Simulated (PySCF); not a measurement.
Species: C₆H₈P (charge -1).
SMILES: `CC1=C[P-]C(C)=C1`

The closed-shell ground state was solved at several levels (PySCF, density fitting, gas phase, non-relativistic). Geometry: PBE0-D3(BJ)/def2-SVP; no solvent, vibrations or thermal averaging. The geometry's basis has no diffuse functions, a weakness for an anion. Where the HOMO energy is positive, the finite basis confines the outermost electrons. No diffuse functions stand in pcSseg-1, which bears on an anion's orbital energies.

| level | basis functions | total energy (Eh) | HOMO (eV) | LUMO (eV) | gap (eV) |
| --- | --- | --- | --- | --- | --- |
| CAM-B3LYP/def2-SVPD | 208 | -574.4265 | -1.37 | 4.85 | 6.22 |
| PBE/pcSseg-1 | 166 | -574.3173 | 0.72 | 4.67 | 3.95 |

**Question.** What might PBE0/pcSseg-1 (166 basis functions) give for the same quantities?

**Answer.** Total energy -574.3688 Eh, HOMO -0.16 eV, LUMO 5.48 eV, gap 5.64 eV.

**Question.** Over all these levels, which gives the widest orbital gap and which the narrowest?

**Answer.** CAM-B3LYP/def2-SVPD (range-separated hybrid) has the widest, 6.22 eV, and PBE/pcSseg-1 (GGA) the narrowest, 3.95 eV. Functional and basis both differ between the two, so the spread mixes both effects.
